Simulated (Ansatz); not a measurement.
Consider the germylene loss: `[OH][GeH3]` → H₂O + `[GeH2]`.

Gas-phase electronic energies from Ansatz, PBE0-D4/def2-TZVP geometries. CCSD(T)/CBS is the MP2 limit (def2-TZVPP, def2-QZVPP) plus CCSD(T) − MP2 in def2-TZVPP, frozen cores. This one scheme is used for every species. DFT in def2-TZVPP. B3LYP here is the variant with VWN-RPA as its local correlation; programs differ in this. HSE06 is defined as in plane-wave codes. For Ge outer-core shells are correlated without core-valence functions, which leaves a few kJ/mol of doubt a bond. Scalar relativity is left out up to krypton.

| level | ΔE (kJ/mol) | difference from CCSD(T)/CBS |
| --- | --- | --- |
| LDA (SPW92) | 215.2 | 30.6 |
| PBE-D4 | 181.3 | -3.3 |
| revPBE-D4 | 173.1 | -11.5 |
| BLYP-D4 | 163.1 | -21.5 |
| r2SCAN-D4 | 202.7 | 18.1 |
| B97M-V | 199.3 | 14.7 |
| PBE0-D4 | 189.9 | 5.3 |
| B3LYP-D4 | 173.7 | -10.9 |
| r2SCANh-D4 | 202.4 | 17.8 |
| r2SCAN0-D4 | 202.5 | 17.9 |
| HSE06-D4 | 189.7 | 5.1 |
| CAM-B3LYP-D4 | 188.1 | 3.5 |
| B2PLYP | 185.0 | 0.4 |
| PBE-QIDH | 205.6 | 21.0 |
| PBE | 177.7 | -6.9 |
| revPBE | 162.4 | -22.2 |
| BLYP | 155.0 | -29.6 |
| r2SCAN | 201.9 | 17.3 |
| PBE0 | 186.9 | 2.3 |
| B3LYP | 167.7 | -16.9 |
| r2SCAN0 | 201.5 | 16.9 |
| HSE06 | 186.9 | 2.3 |
| BHLYP | 181.4 | -3.2 |
| CAM-B3LYP | 185.0 | 0.4 |
| LC-ωPBE | 204.6 | 20.0 |
| HF/def2-SVP | 177.3 | -7.3 |
| MP2/def2-SVP | 208.2 | 23.6 |
| CCSD/def2-SVP | 184.8 | 0.2 |
| CCSD(T)/def2-SVP | 188.1 | 3.5 |
| HF/def2-TZVPP | 176.7 | -7.9 |
| MP2/def2-TZVPP | 208.8 | 24.2 |
| SCS-MP2/def2-TZVPP | 199.7 | 15.1 |
| CCSD/def2-TZVPP | 189.2 | 4.6 |
| CCSD(T)/def2-TZVPP | 193.0 | 8.4 |
| HF/def2-QZVPP | 176.4 | -8.2 |
| MP2/def2-QZVPP | 203.9 | 19.3 |
| SCS-MP2/def2-QZVPP | 195.8 | 11.2 |
| CCSD/def2-QZVPP | 190.4 | 5.8 |
| HF/CBS(def2) | 176.4 | -8.2 |
| MP2/CBS(def2) | 200.3 | 15.7 |
| CCSD(T)/CBS | 184.6 | 0 |

Largest T1 diagnostic among the species: 0.012.

From BLYP to BHLYP (50 % exact exchange), in def2-TZVPP and without D4, ΔE moves by +26.4 kJ/mol. The D4 term adds +6.0 kJ/mol with B3LYP and +3.1 kJ/mol with PBE0; it sums over pairs of atoms, weighted by their polarisabilities, and B3LYP, whose exchange is more repulsive, gets the larger term.
